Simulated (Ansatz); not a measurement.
BrGeH (SMILES [GeH][Br]) moved off its minimum; all values from Ansatz (an electronic-structure program), cores frozen in correlated methods.
(charge 0, multiplicity 1)
```xyz
3

Ge    -0.75619    -0.59927     0.76679
H     -1.83187    -1.16983    -0.32332
Br     0.62239     0.52480    -0.71285
```

```
level                largest force (eV/Å)  on atom  rms difference from CCSD(T)/aug-cc-pVTZ (eV/Å)  dipole (D)
-------------------  --------------------  -------  ----------------------------------------------  ----------
HF/def2-TZVPP                        0.91      Ge1                                           0.139        1.78
PBE/def2-TZVPP                       0.74      Ge1                                           0.106        1.30
r2SCAN/def2-TZVPP                    0.57      Ge1                                           0.132        1.33
B3LYP/def2-TZVPP                     0.84      Ge1                                           0.030        1.51
wB97M-V/def2-TZVPP                   0.63      Ge1                                           0.154        1.64
MP2/aug-cc-pVTZ                      0.78      Ge1                                           0.083        1.47
CCSD(T)/aug-cc-pVTZ                  0.82      Ge1                                           0.000        1.41
```

The differences count from one level among others, with limits of its own. Forces at CCSD(T)/aug-cc-pVTZ (eV/Å):

| atom | Fx | Fy | Fz |
|---|---|---|---|
| Ge1 | -0.603 | -0.447 | 0.323 |
| H2 | 0.341 | 0.211 | 0.128 |
| Br3 | 0.262 | 0.237 | -0.451 |

Doubts at one or more of the structures used: a restricted determinant that unrestricted orbitals would lower (MP2/aug-cc-pVTZ, CCSD(T)/aug-cc-pVTZ).
